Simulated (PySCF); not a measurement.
## Working out the ionisation energy of As+

As+ [Ar] 3d10 4s2 4p2 (3P) → As(2+) [Ar] 3d10 4s2 4p1 (2P). All numbers are calculated (PySCF 2.14, scalar relativity by spin-free X2C-1e, in x2c-TZVPPall with one added diffuse shell each of s, p, d type (7s6p5d1f, 57 functions)). Frozen: [Ne]. Energies in hartree (1 hartree = 27.21139 eV):

```json
{"part": "UHF", "As+ (lower)": "-2258.664439", "As(2+) (upper)": "-2258.005295"}
{"part": "MP2 opposite-spin", "As+ (lower)": "-0.212056", "As(2+) (upper)": "-0.202844"}
{"part": "MP2 same-spin", "As+ (lower)": "-0.100178", "As(2+) (upper)": "-0.091250"}
```

Task: What does Hartree-Fock give?

Result: (-2258.005295) − (-2258.664439) = 0.659144 hartree = 17.936 eV.

Task: What do MP2 and SCS-MP2 (6/5 opposite-spin, 1/3 same-spin) give?

Result: The opposite-spin parts differ by 0.251 eV and the same-spin parts by 0.243 eV. MP2: 17.936 + (0.251) + (0.243) = 18.430 eV. SCS-MP2: 17.936 + 1.2 × (0.251) + (0.243)/3 = 18.318 eV.

A first-order spin-orbit estimate adds -0.034 eV to MP2 (valence and next inner shell), giving 18.396 eV against 18.589 eV (measured; NIST Atomic Spectra Database, ionization energies).

What remains against the reference includes basis incompleteness, the frozen core and correlation beyond second order.
